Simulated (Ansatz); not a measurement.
Ideal-gas functions of `O[Si@H]1O[C@H]1F` at 600 K and 1 bar, from an Ansatz frequency run at PBE0-D4/def2-TZVP.

Molar mass 94.12 g/mol, point group C1 (symmetry number 1), electronic degeneracy 1, moments of inertia 66.62, 152.586, 189.085 u Å². Harmonic wavenumbers (cm⁻¹, unscaled): 139, 242, 370, 396, 497, 602, 722, 741, 802, 886, 952, 1049, 1128, 1191, 1351, 2317, 3138, 3898.

Use S(trans) = R[1.5 ln M + 2.5 ln T − 1.1517]; rotational temperatures θ = 24.2544 K / I; S(rot) = R[ln(√π/σ · √(T³/θAθBθC)) + 1.5]; for each mode x = 1.438777 ν̃/T, S = R[x/(eˣ − 1) − ln(1 − e⁻ˣ)] and H = RT x/(eˣ − 1); 1 cm⁻¹ = 0.0119627 kJ/mol; R = 8.31446 J/(mol·K).

By hand: the entropy, in J/(mol·K).

Translation 180.1. Rotation: θ = 0.3641, 0.159, 0.1283 K, giving 117.4. Vibration, mode by mode: 17.49, 12.95, 9.58, 9.05, 7.33, 5.95, 4.72, 4.55, 4.05, 3.45, 3.05, 2.54, 2.19, 1.94, 1.43, 0.21, 0.04, 0.01, in all 90.5. Electronic 0.0. Sum 388.0 J/(mol·K).

By hand: H − E and G − E in kJ/mol, counted from the electronic energy.

Zero-point energy ½ × 20421 × 0.0119627 = 122.1; thermal vibration 30.6; translation, rotation and pV give 4 RT = 20.0. H − E = 172.7 kJ/mol, and G − E = 172.7 − 600 × 388.0/1000 = -60.1 kJ/mol.

Vibration gives 23 % of the entropy, 17.5 J/(mol·K) of it from the mode under 150 cm⁻¹: soft modes count most, and the harmonic formula is weakest for them. The sum counts one conformer and one mirror image; others add a mixing term.
